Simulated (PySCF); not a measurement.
Excitation energy of Ag by level of theory

Ag [Kr] 4d10 5s1 (2S) → Ag [Kr] 4d10 5p1 (2P), as a difference of total energies. Calculation: PySCF 2.14, in def2-QZVPPD with the def2 core potential (28 electrons); scalar relativity through the core potential. Correlated levels: valence: 4s2 4p6 frozen. The calculations carry no spin-orbit coupling.

| method | excitation energy (eV) |
| --- | --- |
| UHF | 3.079 |
| MP2 (valence) | 3.778 |
| SCS-MP2 (valence) | 3.687 |
| CCSD (valence) | 3.632 |
| CCSD(T) (valence) | 3.685 |

Question: How much does correlation contribute at CCSD(T) (valence)?

Answer: 3.685 − (3.079) = 0.606 eV, measured against UHF.

Errors of the correlated levels include the incompleteness of this basis and the frozen core.

For comparison: 3.740 eV (measured; NIST levels, between the centres of gravity of the two terms).
